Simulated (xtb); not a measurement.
Harmonic IR lines of one isomer of C₁₀H₇BS, unscaled. Calculation: GFN2-xTB run with xtb 6.7.1.

wavenumber (cm⁻¹): 658 (w), 668 (w), 773 (w), 816 (vs), 830 (w), 836 (w), 1017 (w), 1047 (w), 1081 (w), 1151 (vw), 1190 (m), 1211 (w), 1240 (w), 1327 (m), 1367 (m), 1504 (m), 1563 (w), 2642 (s), 2681 (s), 3086 (m), 3126 (w), 3155 (w)

Problem. Say which structure gives these lines.
A) `Bc1cc(C#C)cc2ccsc12`
B) `Bc1cc2c(C#C)cccc2s1`
C) `Bc1cc2cccc(C#C)c2s1`
D) `Bc1cc2ccc(C#C)cc2s1`

Solution. A, `Bc1cc(C#C)cc2ccsc12`
